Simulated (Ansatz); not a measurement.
Calculated with Ansatz (gas phase, PBE0-D4/def2-TZVP geometries, no zero-point term in ΔE). CBS: MP2 limit from def2 TZ/QZ plus the TZ coupled-cluster correction, frozen cores. Functionals use def2-TZVPP. B3LYP here is the variant with VWN-RPA as its local correlation; programs differ in this. For Ga outer-core shells are correlated without core-valence functions, which leaves a few kJ/mol of doubt a bond. Scalar relativity is left out up to krypton. Each species was taken in one conformer, which may not be the lowest.

Reaction (redistribution): `CB[CH2][GaH2]` + disilane → `CB[SiH3]` + `[SiH3][CH2][GaH2]`

```json
{"level": "PBE-D4", "ΔE (kcal/mol)": "13.9", "difference from CCSD(T)/CBS": "1.8"}
{"level": "r2SCAN-D4", "ΔE (kcal/mol)": "13.2", "difference from CCSD(T)/CBS": "1.1"}
{"level": "PBE0-D4", "ΔE (kcal/mol)": "13.5", "difference from CCSD(T)/CBS": "1.4"}
{"level": "B3LYP-D4", "ΔE (kcal/mol)": "12.8", "difference from CCSD(T)/CBS": "0.7"}
{"level": "ωB97X-V", "ΔE (kcal/mol)": "11.9", "difference from CCSD(T)/CBS": "-0.2"}
{"level": "ωB97M-V", "ΔE (kcal/mol)": "11.9", "difference from CCSD(T)/CBS": "-0.2"}
{"level": "B2PLYP", "ΔE (kcal/mol)": "12.4", "difference from CCSD(T)/CBS": "0.3"}
{"level": "PBE", "ΔE (kcal/mol)": "13.8", "difference from CCSD(T)/CBS": "1.7"}
{"level": "r2SCAN", "ΔE (kcal/mol)": "13.1", "difference from CCSD(T)/CBS": "1.0"}
{"level": "PBE0", "ΔE (kcal/mol)": "13.4", "difference from CCSD(T)/CBS": "1.3"}
{"level": "B3LYP", "ΔE (kcal/mol)": "12.6", "difference from CCSD(T)/CBS": "0.5"}
{"level": "HF/def2-TZVPP", "ΔE (kcal/mol)": "10.5", "difference from CCSD(T)/CBS": "-1.6"}
{"level": "MP2/def2-TZVPP", "ΔE (kcal/mol)": "12.4", "difference from CCSD(T)/CBS": "0.3"}
{"level": "SCS-MP2/def2-TZVPP", "ΔE (kcal/mol)": "11.7", "difference from CCSD(T)/CBS": "-0.4"}
{"level": "CCSD/def2-TZVPP", "ΔE (kcal/mol)": "12.0", "difference from CCSD(T)/CBS": "-0.1"}
{"level": "CCSD(T)/def2-TZVPP", "ΔE (kcal/mol)": "12.4", "difference from CCSD(T)/CBS": "0.3"}
{"level": "HF/def2-QZVPP", "ΔE (kcal/mol)": "10.4", "difference from CCSD(T)/CBS": "-1.7"}
{"level": "MP2/def2-QZVPP", "ΔE (kcal/mol)": "12.2", "difference from CCSD(T)/CBS": "0.1"}
{"level": "SCS-MP2/def2-QZVPP", "ΔE (kcal/mol)": "11.5", "difference from CCSD(T)/CBS": "-0.6"}
{"level": "HF/CBS(def2)", "ΔE (kcal/mol)": "10.3", "difference from CCSD(T)/CBS": "-1.8"}
{"level": "MP2/CBS(def2)", "ΔE (kcal/mol)": "12.2", "difference from CCSD(T)/CBS": "0.1"}
{"level": "CCSD/CBS(def2)", "ΔE (kcal/mol)": "11.7", "difference from CCSD(T)/CBS": "-0.4"}
{"level": "CCSD(T)/CBS", "ΔE (kcal/mol)": "12.1", "difference from CCSD(T)/CBS": "0"}
```

Largest T1 diagnostic among the species: 0.013.

In def2-TZVPP, CCSD(T) changes the Hartree–Fock value by +1.9 kcal/mol (the triples alone add +0.4 kcal/mol) and MP2 by +1.9 kcal/mol.
